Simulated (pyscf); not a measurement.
Optimised with ωB97X-D3(BJ)/def2-SVP in PySCF. MP2 and CC: frozen core, UHF for open shells. ΔMP2 is the change of the MP2 total energy from the triple- to the quadruple-zeta basis.

Cl–GeH₃ + germylene (GeH₂) [singlet] → Cl–GeH₂–GeH₃
Surface: singlet. Broken: Cl–Ge. Formed: Ge–Ge, Cl–Ge. Give ΔE‡ and ΔE from CCSD(T)/def2-TZVPP + ΔMP2(QZVPP), relative to the separated reactants.

ΔE‡ = -2.4 kJ/mol, ΔE = -203.3 kJ/mol. Zero-point energy shifts the barrier by +9.0 kJ/mol. It is an insertion, with an imaginary mode of 238i cm⁻¹. On the reactant side the descent ends in an adduct with a Cl–Ge contact, 53.7 kJ/mol under the separated species and 30.7 kJ/mol under the saddle at ωB97X-D3(BJ)/def2-TZVP. At CCSD(T) the saddle lies under the separated reactants, which points to a path from their complex (located at ωB97X-D3(BJ) alone). What is counted as formed (Cl–Ge) is already present as a longer contact in the reactant adduct; forming that adduct is a step of its own. At ωB97X-D3(BJ) the barrier from the zero used here is -22.9 kJ/mol. This is the saddle that the search found; another between the same sides may lie lower. The CCSD(T) − MP2 part came from Ansatz, without density fitting, on the same reference. The frozen core leaves the outer d or s,p core shells of the metals and heavy elements correlated in the MP2 and CC values, and def2-TZVPP describes them poorly, which can shift differences by a few kcal/mol. Elements up to Kr have no core potential and no relativistic terms here.
